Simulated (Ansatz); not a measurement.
Species: C$_{3}$H$_{9}$ClO$_{3}$Si, charge 0, multiplicity 1. SMILES: CO[Si](OC)(OC)Cl
Geometry from a B3LYP-D3(BJ)/def2-TZVP (Ansatz, a quantum-chemistry and plane-wave program) optimisation:
```
Si
O 1 1.6166
C 2 1.4228 1 125.96
H 3 1.0889 2 107.70 1 178.10
H 3 1.0919 4 109.19 2 -120.28
H 3 1.0924 4 109.15 5 -119.35
O 1 1.6166 2 110.05 3 61.88
C 7 1.4228 1 125.96 2 -176.68
H 8 1.0889 7 107.70 1 178.10
H 8 1.0919 9 109.19 7 -120.28
H 8 1.0924 9 109.15 10 -119.35
O 1 1.6166 2 110.05 3 -176.68
C 12 1.4228 1 125.96 2 61.88
H 13 1.0889 12 107.70 1 178.10
H 13 1.0919 14 109.19 12 -120.28
H 13 1.0924 14 109.15 15 -119.35
Cl 1 2.0758 2 108.89 3 -57.40
```

Quantity: atomisation energy (electronic, to ground-state atoms), in eV. Valence correlation only, unless marked. UHF or UKS for open shells. Spin-orbit coupling is left out. Non-relativistic. The coupled-cluster limit lacks core correlation, which all-electron functionals hold. CBS marks a two-point X^-3 extrapolation of the correlation energy; Hartree-Fock from the larger set. [CCSD(T)-MP2]/basis is that difference in the basis named.

```tsv
level	program	atomisation energy (eV)
revPBE-D3(BJ)/def2-TZVPD	Ansatz + dftd3	69.07
MP2/6-31G*	Ansatz	64.85
SCS-MP2/cc-pV(T+d)Z	Ansatz	69.28
CCSD/cc-pV(D+d)Z	Ansatz	63.33
CCSD/cc-pV(T+d)Z	Ansatz	67.29
CCSD(T)/aug-cc-pV(D+d)Z	Ansatz	65.13
RI-MP2/CBS(aug-cc-pV(T+d)Z,aug-cc-pV(Q+d)Z)+[CCSD(T)-MP2]/aug-cc-pV(T+d)Z	Ansatz	70.34
```
